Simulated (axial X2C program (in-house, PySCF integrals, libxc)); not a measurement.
## A run on NRuO²⁺ without results

A two-component calculation with an in-house all-electron X2C program for linear molecules (integrals from PySCF).

Input and command:
```json
{"zs": [7, 44, 8], "q": 2, "bas": ["dyall-av3z", "dyall-v3z", "dyall-av3z"], "r0": [1.74, 1.71], "symm": 0, "scan": ["PBE0", "HF", "TPSSh"], "levels": ["PBE0", "HF", "BHandHLYP"], "nst": 2}
```
```bash
python solin.py task.json out
```

Keys: zs atomic numbers; q charge; bas basis sets; r0 starting distance in Å; symm equal bonds; scan levels of the two-bond scan; levels methods; nst determinants followed.

Outcome:

The PBE0 geometry search stopped without converging.
